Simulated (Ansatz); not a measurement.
Program: Ansatz. Geometries: PBE0-D4/def2-TZVP. ΔE: electronic, gas phase. CBS: MP2 limit from def2 TZ/QZ plus the TZ coupled-cluster correction, frozen cores. Functionals use def2-TZVPP. HSE06 is defined as in plane-wave codes. One conformer a species, not always the lowest.

`OC([SiH3])[SiH3]` → `C[SiH2][SiH2]O`  (isomerisation)

`OC([SiH3])[SiH3]`:

Z-matrix (Å, degrees):
```
C
Si 1 1.888
Si 1 1.891 2 112.6
O 1 1.432 2 107.2 3 -122.7
H 1 1.102 2 106.4 3 118.2
H 2 1.485 1 110.2 3 60.8
H 2 1.488 1 107.9 3 -58.4
H 2 1.486 1 110.5 3 -178.0
H 3 1.492 1 107.7 2 -170.5
H 3 1.486 1 110.9 2 -51.9
H 3 1.487 1 110.8 2 70.2
H 4 0.962 1 108.9 2 178.3
```

`C[SiH2][SiH2]O`:

Z-matrix (Å, degrees):
```
C
Si 1 1.877
H 1 1.092 2 110.6
H 1 1.092 2 110.6 3 -119.6
H 1 1.092 2 111.0 3 120.2
Si 2 2.347 1 112.0 3 62.0
H 2 1.492 1 110.5 3 -59.5
H 2 1.494 1 109.8 3 -177.5
O 6 1.658 2 112.0 1 61.2
H 6 1.494 2 109.6 1 -175.1
H 6 1.486 2 110.9 1 -55.7
H 9 0.958 6 117.0 2 61.5
```

| level | ΔE (kcal/mol) | difference from CCSD(T)/CBS |
| --- | --- | --- |
| PBE0-D4 | -48.6 | -0.1 |
| r2SCANh-D4 | -49.5 | -1.0 |
| HSE06-D4 | -48.6 | -0.1 |
| B2PLYP | -48.6 | -0.1 |
| PBE-QIDH | -49.4 | -0.9 |
| revPBE | -48.4 | 0.1 |
| BLYP | -47.6 | 0.9 |
| PBE0 | -49.0 | -0.5 |
| HSE06 | -48.9 | -0.4 |
| BHLYP | -49.1 | -0.6 |
| HF/def2-SVP | -43.7 | 4.8 |
| CCSD/def2-SVP | -42.1 | 6.4 |
| MP2/def2-TZVPP | -48.9 | -0.4 |
| SCS-MP2/def2-QZVPP | -48.4 | 0.1 |
| MP2/CBS(def2) | -49.6 | -1.1 |
| CCSD/CBS(def2) | -48.9 | -0.4 |
| CCSD(T)/CBS | -48.5 | 0 |

**Question.** What do rigid-rotor, harmonic-oscillator terms from PBE0-D4/def2-TZVP frequencies (298.15 K, 1 bar) make of the CCSD(T)/CBS value? (Estimate.)

**Answer.** Ansatz gave: ΔZPE = +2.4 kcal/mol, ΔH = -45.9 kcal/mol, ΔS = 13 J/(mol·K), ΔG = -46.7 kcal/mol.

Largest T1 diagnostic among the species: 0.012.

From BLYP to BHLYP (50 % exact exchange), in def2-TZVPP and without D4, ΔE moves by −1.5 kcal/mol. Leaving LDA and LC-ωPBE aside and taking each functional with its dispersion term where it has one, the values, not all of them listed here, spread over 4.2 kcal/mol, from B97M-V to BLYP-D4. LDA lies +1.6 kcal/mol from PBE without D4.

CCSD(T)/CBS has its own doubt, a few kJ/mol and more with outer-core shells, so smaller differences from it don't rank the levels.
